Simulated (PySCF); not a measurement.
ClFH5NSi2, SMILES F[Si@@H]([SiH2]N)Cl.

Geometry: PBE-D3(BJ)/def2-SVP. The structure was generated by enumeration; whether it is a known compound was not checked. Other conformers were not sampled.

These are PBE-D3(BJ)/def2-SVP in PySCF values and carry that method's errors.

Frequencies are harmonic and unscaled.

```csv
mode,ν (cm⁻¹),IR (km/mol),moving atoms (share of kinetic energy)
1,46,1.0,"N 33 %, H 25 %, Si 19 %, F 12 %, Cl 10 %"
2,59,1.7,"Cl 26 %, N 23 %, Si 22 %, H 14 %, F 14 %"
3,147,15.3,"F 32 %, Si 28 %, H 27 %, Cl 8 %"
4,179,19.6,"H 51 %, N 17 %, Si 15 %, Cl 9 %, F 9 %"
5,182,5.0,"H 55 %, Si 20 %, N 11 %, F 9 %"
6,240,3.4,"F 41 %, Cl 29 %, Si 22 %"
7,390,8.5,"Si 57 %, H 32 %"
8,443,252.9,"H 73 %, N 21 %"
9,465,21.2,"H 49 %, Si 44 %"
10,539,70.9,"Si 53 %, Cl 37 %, H 9 %"
11,677,41.6,H 95 %
12,729,254.2,"H 89 %, Si 9 %"
13,789,25.9,"H 79 %, F 17 %"
14,808,1.7,"H 48 %, N 39 %, Si 12 %"
15,839,63.5,"H 55 %, Si 29 %, F 10 %"
16,857,101.7,"H 82 %, Si 12 %"
17,873,76.6,"Si 38 %, F 31 %, H 28 %"
18,893,47.9,"H 78 %, N 13 %"
19,1498,30.8,"H 90 %, N 9 %"
20,2149,151.9,H 97 %
21,2156,25.0,H 97 %
22,2170,119.1,H 96 %
23,3478,33.5,H 96 %
24,3571,26.2,"H 91 %, N 9 %"
```
